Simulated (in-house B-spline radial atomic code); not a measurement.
A fraction x of an electron is removed from 5p in I3+, starting from [Kr] 4d10 5s2 5p2 and keeping the highest spin. Computed with a B-spline radial code for spherical atoms: non-relativistic B97-1, spin-polarised, spherical fractional occupations, point nucleus.

Caution: exact exchange at fractional occupations of open shells leaves self-interaction of up to several eV.

| x | E(x) - E(0) (eV) | 5p up level (eV) |
| --- | --- | --- |
| 0 | 0.0000 | -35.265 |
| 0.01 | 0.3531 | -35.355 |
| 0.13 | 4.6606 | -36.438 |
| 0.28 | 10.2282 | -37.798 |
| 0.4 | 14.8294 | -38.890 |
| 0.5 | 18.7641 | -39.804 |
| 0.58 | 21.9777 | -40.537 |
| 0.69 | 26.4924 | -41.547 |
| 0.79 | 30.6931 | -42.469 |
| 1 | 39.8154 | -44.412 |

The exact functional would give a straight line between the two integer points. Deviations E(x) - E(0) - x[E(1) - E(0)], in eV: -0.045 at x = 0.01, -0.515 at x = 0.13, -0.92 at x = 0.28, -1.097 at x = 0.4, -1.144 at x = 0.5, -1.115 at x = 0.58, -0.98 at x = 0.69, -0.761 at x = 0.79.

The curve lies below the straight line by up to 1.144 eV (at x = 0.5): convex, the delocalisation error, to which spherically averaged exact exchange adds.

Problem. How well does Slater's transition state (minus the level at half occupation) give the ionisation energy?

Solution. It gives 39.804 eV against 39.815 eV from the two total energies; NIST lists 40.36 eV, ground level to ground level. The end point has an open shell averaged over its orbitals, so its exact exchange keeps a self-interaction and this is no true integer point.
